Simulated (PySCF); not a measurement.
Cd(Me)(SMe) (C₂H₆CdS), SMILES C[S][Cd][CH3].

Geometry optimised at r2SCAN-D4/def2-SVP. The geometry has at least one imaginary mode, so it is a saddle point at that level. The def2 effective core potentials stand for the cores of Cd; spin–orbit coupling is left out. The values are those of a single conformer.

All values below come from PBE/def2-TZVP (PySCF).

The molecule is in vacuum.

- total energy: -645.55526 hartree
- highest occupied level: -5.16 eV
- lowest empty level: -1.36 eV
- orbital gap: 3.80 eV
- dipole moment: 1.91 D
- quadrupole, principal values (traceless, Buckingham form, about the centre of nuclear charge): -7.36, 0.18, 7.18 D·Å
- mean static polarisability: 81.5 bohr³ (12.08 Å³)
- polarisability, principal values: 58.6, 66.3, 119.6 bohr³
